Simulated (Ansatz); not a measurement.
Computed with Ansatz on PBE0-D4/def2-TZVP structures; ΔE is electronic, products minus reactants. CCSD(T)/CBS adds triple-zeta CCSD(T) − MP2 to the extrapolated MP2 energy (def2 sets, frozen cores). This one scheme is used for every species. DFT in def2-TZVPP. Triplets are unrestricted, without spin–orbit coupling. Each species was taken in one conformer, which may not be the lowest.

Reaction (formal loss of a carbene): `CB[SiH2]Cl` → `B[SiH2]Cl` + `[CH2]` (triplet)

CCSD(T)/CBS gives +487.3 kJ/mol.

Question: Another level gave +488.8 kJ/mol. Which?
A. BLYP/def2-TZVPP
B. B2PLYP/def2-TZVPP
C. revPBE-D4/def2-TZVPP
D. MP2/def2-TZVPP

Answer: D. MP2/def2-TZVPP 488.8, B2PLYP 479.0, BLYP 471.0, revPBE-D4 484.5 kJ/mol.

Largest T1 diagnostic among the species: 0.011.

From BLYP to BHLYP (50 % exact exchange), in def2-TZVPP and without D4, ΔE moves by −9.2 kJ/mol. Leaving LDA and LC-ωPBE aside and taking each functional with its dispersion term where it has one, the values, not all of them listed here, spread over 34.6 kJ/mol, from r2SCAN0-D4 to PBE-D4. LDA lies +75.7 kJ/mol from PBE without D4.
